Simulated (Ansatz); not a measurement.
Isomers of C2H4BrClSi, relaxed with PBE0-D4/def2-TZVP in Ansatz; electronic energies, one conformer each and not always the lowest. Functionals use def2-TZVPP; CBS adds triple-zeta CCSD(T) − MP2 to the MP2 limit of def2-TZVPP and def2-QZVPP.

Outer-core shells of Br are correlated without core-valence functions. Scalar relativity is left out up to krypton. Spin–orbit coupling is left out.

(1) Order them by energy at frozen-core CCSD(T)/CBS, lowest first. (Estimate.)
A. `C=C[SiH](Cl)Br`
B. `Cl[Si]1(Br)CC1`
C. `ClC1(Br)C[SiH2]1`

(2) How do HF/CBS(def2), B2PLYP, B3LYP-D4, B3LYP place them (kJ/mol, against `C=C[SiH](Cl)Br`)? (An estimate is asked.)

Results:

(1) A (0.0 kJ/mol), B (53.1 kJ/mol), C (362.5 kJ/mol).

(2) The calculation gave: 
```
            isomer  HF/CBS(def2)  B2PLYP  B3LYP-D4  B3LYP
  `Cl[Si]1(Br)CC1`          82.4    54.9      57.8   58.1
`ClC1(Br)C[SiH2]1`         414.2   364.4     362.4  365.9
```

B3LYP here is the variant with VWN-RPA as its local correlation; programs differ in this.
